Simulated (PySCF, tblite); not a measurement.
Isomers of C4H7ClO2S, one GFN2-xTB conformer each. Single-point energies are computed at PBE0/pcSseg-1 (PySCF, gas phase, no added dispersion term), electronic only.

| SMILES | GFN2-xTB relative energy (kcal/mol) |
| --- | --- |
| O=S(=O)(Cl)C1CCC1 | 0.0 |
| C=CCCS(=O)(=O)Cl | 16.0 |

Conformers: `[O:1]=[S:2](=[O:3])([Cl:4])[CH:5]1[CH2:6][CH2:7][CH2:8]1` with O1–S2–C5–C6 42°, S2–C5–C6–C7 -96°, C5–C6–C7–C8 -11°, C6–C7–C8–C5 11°, S2–C5–C8–C7 98°; `[CH2:1]=[CH:2][CH2:3][CH2:4][S:5](=[O:6])(=[O:7])[Cl:8]` with C1–C2–C3–C4 3°, C2–C3–C4–S5 -65°, C3–C4–S5–O6 125°.

Task: What does PBE0/pcSseg-1 give for the same structures?

Result: 
```tsv
SMILES	PBE0/pcSseg-1 E (Eh)	PBE0/pcSseg-1 (kcal/mol)	GFN2-xTB (kcal/mol)	point group
O=S(=O)(Cl)C1CCC1	-1164.68723	0.0	0.0	C1
C=CCCS(=O)(=O)Cl	-1164.67749	6.1	16.0	C1
```

Both levels put the same isomer lowest. As drawn, the lower has a four-membered ring, which the higher lacks; the higher has a C=C bond outside aromatic rings, which the lower lacks.

Task: Which frontier levels, dipoles and rotational constants go with these structures?

Result: 
```tsv
SMILES	HOMO (eV, PBE0/pcSseg-1)	LUMO (eV)	dipole (D)	A, B, C (MHz)
O=S(=O)(Cl)C1CCC1	-9.00	-1.27	4.44	2566, 1227, 1053
C=CCCS(=O)(=O)Cl	-7.89	-1.43	4.28	2951, 1031, 923.8
```

Task: What happens when harmonic zero-point energies from GFN2-xTB frequencies are added?

Result: 
| SMILES | ZPE (kcal/mol) | electronic (kcal/mol) | with ZPE (kcal/mol) |
| --- | --- | --- | --- |
| O=S(=O)(Cl)C1CCC1 | 69.1 | 0.0 | 0.0 |
| C=CCCS(=O)(=O)Cl | 67.5 | 6.1 | 4.5 |

The zero-point energies span 1.6 kcal/mol. The order is unchanged.
